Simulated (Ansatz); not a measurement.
The cluster Ti₄Si: single points at one geometry.

```yaml
crystal:
  periodic: [false, false, false]
  atoms:
    - {symbol: Ti, position_ang: [1.814595, -0.311878, -0.818221]}
    - {symbol: Ti, position_ang: [0.320559, 1.316967, 0.599608]}
    - {symbol: Ti, position_ang: [-0.388082, -0.276955, -1.375502]}
    - {symbol: Ti, position_ang: [0.151865, -0.975511, 1.107522]}
    - {symbol: Si, position_ang: [-1.898937, 0.247376, 0.486593]}
basis:
  gaussian: {orbitals: def2-TZVP, initial_orbitals: start.molden}
correlation: {method: mp2}
scf: {omitted_lower_state_checks: [starts]}
output: {orbitals: {seedname: orbitals}}
```

The file start.molden holds the orbitals of an earlier run on this structure, at another level or in another basis.

```sh
$ ansatz run in.yaml --threads 4 --pin off --events-out ev --progress --plain --max-ram 4787MiB
```

Shortened log:

```
Functional definition: HF
1822 factors; integrals over basis functions are off by at most 5.8e-4 eV
mean field evaluation 1: about -100187.8947 eV, gradient 4.0e1 eV
mean field evaluation 2: about -100190.7515 eV, gradient 3.5e0 eV
mean field evaluation 4: about -100192.0839 eV, gradient 3.3e0 eV
mean field evaluation 8: about -100194.2422 eV, gradient 2.5e0 eV
mean field evaluation 16: about -100194.4734 eV, gradient 4.2e-1 eV
mean field evaluation 32: about -100194.5645 eV, gradient 7.4e-3 eV
mean field -100194.56453213 eV, -3682.0823322407 hartree, gradient 2.9e-6 eV, S^2 0.000000; 0 other end points of the search recorded, 0 dependent functions left out; unrestricted orbitals would lower it
mean field evaluation 64: about -100199.3920 eV, gradient 1.6e-2 eV
unrestricted determinant -100199.39196980 eV, -3682.2597373029 hartree, S^2 5.2278
25 core orbitals not correlated: weight in the atoms' cores, before any rotation towards them, 1.000 or more for the frozen orbitals, at most 0.000 for the correlated occupied ones
reference -100194.56453213 eV, -3682.0823322407 hartree; 26, 26 occupied and 166, 166 virtual orbitals, 1822 factors
second order -44.69322270 eV of doubles, -0.00000000 eV of singles
Total energy: -100239.25775483 eV, -3683.7247778808 hartree
Checks for a lower state left out: starts
```

Hardware: 4 threads of Arm Neoverse V2 on a shared host. Wall time 72 s, peak host memory 1.3 GiB.

The first input with `gaussian: {orbitals: def2-TZVPD, initial_orbitals: start.molden}`, `hamiltonian: {xc: r2scan, dispersion: d4}` and without the key `correlation` (abridged; 16 s):

```
Functional definition: r2SCAN
mean field -100328.87006760 eV, -3687.0179696335 hartree, gradient 1.2e-5 eV, S^2 0.000000
Total energy: -100328.91718614 eV, -3687.0197012082 hartree
Checks for a lower state left out: starts
```

The first input with `hamiltonian: {xc: r2scan, dispersion: d4}` and without the key `correlation` (abridged; 14 s):

```
Functional definition: r2SCAN
mean field -100328.85841652 eV, -3687.0175414642 hartree, gradient 2.3e-5 eV, S^2 0.000000
Total energy: -100328.90553234 eV, -3687.0192729388 hartree
Checks for a lower state left out: starts
```

First input, but with `gaussian: {orbitals: STO-3G}`, `hamiltonian: {xc: hf}` and without the key `correlation` (abridged; 1.2 s):

```
Functional definition: HF
mean field -99162.87443356 eV, -3644.1684204231 hartree, gradient 1.3e-5 eV, S^2 0.000000
Total energy: -99162.87443356 eV, -3644.1684204231 hartree
Checks for a lower state left out: starts
```

First input, but with `gaussian: {orbitals: def2-SVP, initial_orbitals: start.molden}`, `hamiltonian: {xc: pbe0, dispersion: d4}` and without the key `correlation` (abridged; 9 s):

```
Functional definition: PBE0
mean field -100291.00511900 eV, -3685.6264584386 hartree, gradient 1.5e-5 eV, S^2 0.000000
Total energy: -100291.24386187 eV, -3685.6352320770 hartree
Checks for a lower state left out: starts
```

First input, but with `gaussian: {orbitals: def2-TZVPD, initial_orbitals: start.molden}`, `hamiltonian: {xc: pbe0, dispersion: d4}` and without the key `correlation` (abridged; 18 s):

```
Functional definition: PBE0
mean field -100305.93669613 eV, -3686.1751837769 hartree, gradient 1.9e-5 eV, S^2 0.000000
Total energy: -100306.17543915 eV, -3686.1839574210 hartree
Checks for a lower state left out: starts
```

As the first input, with `hamiltonian: {xc: {name: BLYP}, dispersion: d4}` and without the key `correlation` (abridged; 6 s):

```
Functional definition: BLYP
mean field -100337.34161749 eV, -3687.3292933500 hartree, gradient 1.8e-5 eV, S^2 0.000000
Total energy: -100337.89981050 eV, -3687.3498065647 hartree
Checks for a lower state left out: starts
```

Geometry: PBE-D4/def2-SVP.

Correlated methods freeze 25 core orbitals; core or outer-core shells of Ti are correlated, in sets that lack core-valence functions. At MP2/def2-TZVP the restricted singlet (for correlated methods, its reference) is unstable: a solution with broken spin symmetry lies lower. The restricted singlet is unstable towards broken spin symmetry at other levels; at r2SCAN-D4/def2-TZVPD, r2SCAN-D4/def2-TZVP, PBE0-D4/def2-SVP, PBE0-D4/def2-TZVPD and others this wasn't settled. The restricted singlet is unstable towards broken spin symmetry in Hartree–Fock (as tested in another run); at HF/STO-3G this wasn't settled. The order of the spin states hangs on the level: the quintet lies 1.04 eV below the singlet at PBE0-D4/def2-TZVP, but 3.02 eV above it at MP2/def2-TZVP. The structure comes from a short search, and lower isomers may exist.
